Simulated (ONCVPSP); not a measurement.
**Scattering properties, ONCV potential for hydrogen**

| Property | Result |
| --- | --- |
| Element | H |
| Generator | ONCVPSP 4.0.1 |
| Type | optimised norm-conserving Vanderbilt (ONCV) |
| Functional | PW91 |
| Relativity | scalar-relativistic |
| Frozen core | none |
| Valence charge | 1 |
| Reference configuration | 1s1 |
| Partial waves | 1s: rc 1.45 bohr, ncon 3, nbas 7, qcut 8.3 1/bohr, 2 projectors, debl 3 Ha; p scattering state at 0.22 Ha: rc 1.30 bohr, ncon 3, nbas 6, qcut 7.3 1/bohr, 3 projectors, debl 3.7 Ha |
| Local potential | polynomial inside 1.10 bohr (lpopt 2, dvloc0 0 Ha) |
| Core correction | none |

The phase is arctan(r·R′/R) of the radial function R(r), unwrapped; energies in Ha, scanned from -2 to 5 Ha. A pole is an energy at which the radial function vanishes at the test radius. The pseudo phase is shifted by a multiple of π to meet the all-electron one at the reference energy, and phase errors are pseudo minus all-electron; the curves can meet again beyond the range given. Levels narrower than the energy grid can be missing from the lists of poles.

Question: For each channel, where are the poles, and over which energies does the pseudopotential scatter like the atom?

Answer:

| channel | radius (bohr) | reference energy (Ha) | poles, all-electron | poles, pseudo | unbroken range about the reference energy with phases within 0.05 rad | phase error 1 Ha above the reference energy (rad) |
| --- | --- | --- | --- | --- | --- | --- |
| s | 1.47 | -0.24 | 0.77 | 0.77 | the whole range | +0.000 |
| p | 1.32 | 0.22 | 4.66 | 4.66 | the whole range | -0.000 |

Phases in the p channel:

| E (Ha) | all-electron | pseudo |
| --- | --- | --- |
| -1.98 | 1.072 | 1.072 |
| -1.62 | 1.020 | 1.020 |
| -1.26 | 0.952 | 0.952 |
| -0.90 | 0.861 | 0.861 |
| -0.54 | 0.737 | 0.737 |
| -0.18 | 0.561 | 0.561 |
| 0.18 | 0.313 | 0.313 |
| 0.54 | -0.014 | -0.014 |
| 0.90 | -0.374 | -0.374 |
| 1.26 | -0.690 | -0.690 |
| 1.62 | -0.926 | -0.926 |
| 1.98 | -1.094 | -1.094 |
| 2.34 | -1.214 | -1.214 |
| 2.70 | -1.304 | -1.304 |
| 3.06 | -1.373 | -1.373 |
| 3.42 | -1.429 | -1.429 |
| 3.78 | -1.477 | -1.477 |
| 4.14 | -1.518 | -1.518 |
| 4.50 | -1.555 | -1.555 |
| 4.86 | -1.591 | -1.591 |
